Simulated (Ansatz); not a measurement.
Input and output for diphenyliodonium, `c1ccc([I+]c2ccccc2)cc1`.

```yaml
crystal:
  periodic: [false, false, false]
  atoms:
    - {symbol: C, position_ang: [3.613473, 0.415135, -1.048751]}
    - {symbol: C, position_ang: [3.113083, -0.886381, -0.880440]}
    - {symbol: C, position_ang: [2.129713, -1.151981, 0.087519]}
    - {symbol: C, position_ang: [1.678469, -0.070397, 0.853915]}
    - {symbol: I, position_ang: [0.141022, -0.430034, 2.306184]}
    - {symbol: C, position_ang: [-1.562960, -0.278077, 1.008810]}
    - {symbol: C, position_ang: [-2.184145, -1.466276, 0.605016]}
    - {symbol: C, position_ang: [-3.284833, -1.352295, -0.262124]}
    - {symbol: C, position_ang: [-3.722614, -0.090235, -0.693543]}
    - {symbol: C, position_ang: [-3.069833, 1.077432, -0.265207]}
    - {symbol: C, position_ang: [-1.972376, 0.999600, 0.608401]}
    - {symbol: C, position_ang: [2.153354, 1.240668, 0.720582]}
    - {symbol: C, position_ang: [3.137530, 1.471457, -0.255824]}
    - {symbol: H, position_ang: [4.387177, 0.608115, -1.806791]}
    - {symbol: H, position_ang: [3.491436, -1.714064, -1.499263]}
    - {symbol: H, position_ang: [1.741772, -2.171188, 0.225904]}
    - {symbol: H, position_ang: [-1.839347, -2.453538, 0.944425]}
    - {symbol: H, position_ang: [-3.800053, -2.265916, -0.595298]}
    - {symbol: H, position_ang: [-4.585710, -0.014756, -1.371639]}
    - {symbol: H, position_ang: [-3.417524, 2.066228, -0.600726]}
    - {symbol: H, position_ang: [-1.467332, 1.912580, 0.954840]}
    - {symbol: H, position_ang: [1.785243, 2.064185, 1.349126]}
    - {symbol: H, position_ang: [3.534467, 2.489728, -0.385097]}
basis:
  gaussian: {orbitals: def2-SVPD}
total_charge: 1
hamiltonian: {xc: {name: B3LYP5}}
scf: {lower_state_search: full}
output: {forces: true}
```

```sh
$ ansatz run in.yaml --threads 4 --pin off --events-out ev --progress --plain --max-ram 6963MiB
```

Output, abridged:

```
Functional definition: B3LYP5
3102 factors; their error is unknown
mean field evaluation 1: about -20657.3415 eV, gradient 9.5e1 eV
mean field evaluation 2: about -20600.1197 eV, gradient 1.7e2 eV
mean field evaluation 4: about -20681.4732 eV, gradient 2.2e1 eV
mean field evaluation 8: about -20682.8950 eV, gradient 4.6e-1 eV
mean field evaluation 16: about -20682.8500 eV, gradient 9.7e-4 eV
mean field evaluation 32: about -20652.2786 eV, gradient 8.1e1 eV
mean field -20682.84999852 eV, -760.0807181062 hartree, gradient 2.8e-5 eV, S^2 0.000000; 0 other end points of the search recorded, 0 dependent functions left out
reference -20682.85042125 eV, -760.0807336416 hartree; 53, 53 occupied and 302, 302 virtual orbitals, 3102 factors
Total energy: -20682.85042125 eV, -760.0807336416 hartree
Atom 0 at     3.613473     0.415135    -1.048751 Å, force     0.006761     0.016491    -0.065754 eV/Å
Atom 1 at     3.113083    -0.886381    -0.880440 Å, force     0.037374    -0.082443     0.021571 eV/Å
Atom 2 at     2.129713    -1.151981     0.087519 Å, force     0.025511     0.023672    -0.057731 eV/Å
Atom 3 at     1.678469    -0.070397     0.853915 Å, force     0.178816     0.030624    -0.108344 eV/Å
Atom 4 at     0.141022    -0.430034     2.306184 Å, force     0.001272     0.006180     0.023747 eV/Å
Atom 5 at    -1.562960    -0.278077     1.008810 Å, force    -0.187535     0.006862    -0.092161 eV/Å
Atom 6 at    -2.184145    -1.466276     0.605016 Å, force    -0.027040     0.013195    -0.050417 eV/Å
Atom 7 at    -3.284833    -1.352295    -0.262124 Å, force    -0.041204    -0.068290     0.036641 eV/Å
Atom 8 at    -3.722614    -0.090235    -0.693543 Å, force    -0.015999    -0.001570    -0.063663 eV/Å
Atom 9 at    -3.069833     1.077432    -0.265207 Å, force    -0.027205     0.075397     0.045231 eV/Å
Atom 10 at    -1.972376     0.999600     0.608401 Å, force    -0.038711    -0.004717    -0.048043 eV/Å
Atom 11 at     2.153354     1.240668     0.720582 Å, force     0.026899     0.001451    -0.050408 eV/Å
Atom 12 at     3.137530     1.471457    -0.255824 Å, force     0.043471     0.058617     0.056793 eV/Å
Atom 13 at     4.387177     0.608115    -1.806791 Å, force    -0.233605    -0.057894     0.222658 eV/Å
Atom 14 at     3.491436    -1.714064    -1.499263 Å, force    -0.103654     0.255158     0.178086 eV/Å
Atom 15 at     1.741772    -2.171188     0.225904 Å, force     0.114729     0.315108    -0.044257 eV/Å
Atom 16 at    -1.839347    -2.453538     0.944425 Å, force    -0.097507     0.306431    -0.108490 eV/Å
Atom 17 at    -3.800053    -2.265916    -0.595298 Å, force     0.147483     0.278465     0.090892 eV/Å
Atom 18 at    -4.585710    -0.014756    -1.371639 Å, force     0.258991    -0.022917     0.199389 eV/Å
Atom 19 at    -3.417524     2.066228    -0.600726 Å, force     0.092833    -0.300994     0.095549 eV/Å
Atom 20 at    -1.467332     1.912580     0.954840 Å, force    -0.157298    -0.284038    -0.111668 eV/Å
Atom 21 at     1.785243     2.064185     1.349126 Å, force     0.104851    -0.256851    -0.199166 eV/Å
Atom 22 at     3.534467     2.489728    -0.385097 Å, force    -0.109232    -0.307935     0.029545 eV/Å
Dipole moment:    -0.010044     0.037477    -0.242231 e Å
```

Run time 16 s (4 threads of Intel Xeon 6975P-C on a shared host), peak host memory 1.6 GiB.

In the def2 sets I takes a core potential; there is no spin–orbit coupling.

The dipole of an ion depends on the origin.
